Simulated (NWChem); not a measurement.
System: CuH2OCl; SMILES [Cu](<-[OH2])[Cl]

The following NWChem deck was run.

```
start job
memory heap 200 mb stack 900 mb global 1100 mb
geometry units angstroms
  Cu     0.022952     0.244350     0.000000
  Cl    -0.036546    -1.811308     0.000000
  O      0.019076     2.102442     0.000000
  H      0.433600     2.510787     0.780500
  H      0.433600     2.510787    -0.780500
end
basis spherical
  * library 6-31g*
end
dft
  xc hfexch
  iterations 150
end
driver
  maxiter 120
end
task dft optimize
task dft freq
```

The level has its own optimisation; frequencies are unscaled.

Problem. Predict the main results of this run. (Hartree-Fock/6-31G* (spherical d).) Quantities: r Cl–Cu (Å); r Cu–O (Å); r H–O (Å); highest harmonic frequency (cm⁻¹); lowest (cm⁻¹); zero-point energy (kcal/mol); dipole (D).

Solution. 
| Property | Value |
|---|---|
| r Cl–Cu (Å) | 2.118 |
| r Cu–O (Å) | 1.946 |
| r H–O (Å) | 0.950 |
| highest harmonic frequency (cm⁻¹) | 4151 |
| lowest (cm⁻¹) | 75 |
| zero-point energy (kcal/mol) | 16.7 |
| dipole (D) | 10.19 |
